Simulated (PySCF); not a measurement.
**Vertical excitation energies**

Compound: C5HF2N.
Atom-mapped SMILES: `[N:1]#[C:2]/[C:3]([F:4])=[C:5]1[CH:6]=[C:7]\1[F:8]` (hydrogens: H9 on C6)

Structure used (GFN2-xTB), in Å, numbered top down from 1:
```xyz
9
C5HF2N angstrom
N      3.0964    0.5480    0.4269
C      2.1150   -0.0160    0.2447
C      0.9030   -0.7014    0.0218
F      0.9993   -2.0455   -0.1779
C     -0.2814   -0.1084   -0.0005
C     -1.1373    1.0756    0.1021
C     -1.7097   -0.0922   -0.1339
F     -2.7910   -0.7790   -0.3416
H     -1.1807    2.1248    0.2603
```

Level of theory: PySCF, TDDFT CAM-B3LYP/def2-SVPD, vertical, gas phase, core orbitals frozen in the response.

```tsv
state	E (eV)	ν̃ (cm⁻¹)	f	symmetry	main configurations (H = HOMO, L = LUMO)
S1	4.95	39900	0.054	A′	H→L (94%)
S2	5.22	42080	0.0016	–	H→L+3 (64%), H→L+1 (27%)
S3	5.93	47790	0.0008	–	H→L+1 (65%), H→L+3 (30%)
S4	6.19	49970	0.485	A′	H→L+2 (89%)
S5	7.10	57300	0.0006	–	H→L+5 (49%), H→L+4 (34%)
S6	7.27	58630	0.0043	A″	H→L+4 (59%), H→L+5 (20%)
S7	7.41	59760	0.0010	–	H-1→L (48%), H-1→L+2 (18%), H-4→L (17%)
S8	7.71	62180	0.0000	–	H-4→L (45%), H-1→L+2 (36%)
```

Triplets, Tamm–Dancoff:

```json
{"state": "T1", "E (eV)": "3.51", "λ (nm)": "353.1", "main configurations (H = HOMO, L = LUMO)": "H→L (85%), H→L+2 (8%)"}
{"state": "T2", "E (eV)": "4.27", "λ (nm)": "290.1", "main configurations (H = HOMO, L = LUMO)": "H→L+2 (84%)"}
{"state": "T3", "E (eV)": "4.86", "λ (nm)": "255.0", "main configurations (H = HOMO, L = LUMO)": "H→L+3 (64%), H→L+1 (25%)"}
```

The lowest singlet comes at 251 nm (477 kJ/mol) in the ultraviolet; it is of moderate strength; its leading configuration is HOMO→LUMO (94%). The most intense listed level is S4 at 6.19 eV (200 nm, f = 0.485), 1.25 eV above S1. Löwdin shares by element: HOMO carbon 57% or more, nitrogen 13% (atoms not listed hold the other 30%); LUMO carbon 73% or more, hydrogen 9% (atoms not listed hold the other 17%). Orbital energies (eV): HOMO-3 -11.99, HOMO-2 -11.94, HOMO-1 -11.48, HOMO -8.38, LUMO -0.40, LUMO+1 0.45, LUMO+2 0.62. The oscillator strengths of these states sum to 0.547; summed over the whole spectrum of an exact calculation they would give the number of electrons, 56 (Thomas–Reiche–Kuhn). Weighted by f, the mean energy of these states is 6.08 eV. Symmetry labels in Cs follow from the direction of the transition dipole and are given only for states with f of 0.002 or more. Only the lowest 8 singlets were computed, as vertical energies without vibronic structure.

On one thread of an x86-64 server (shared host), this took 35 s of wall time.
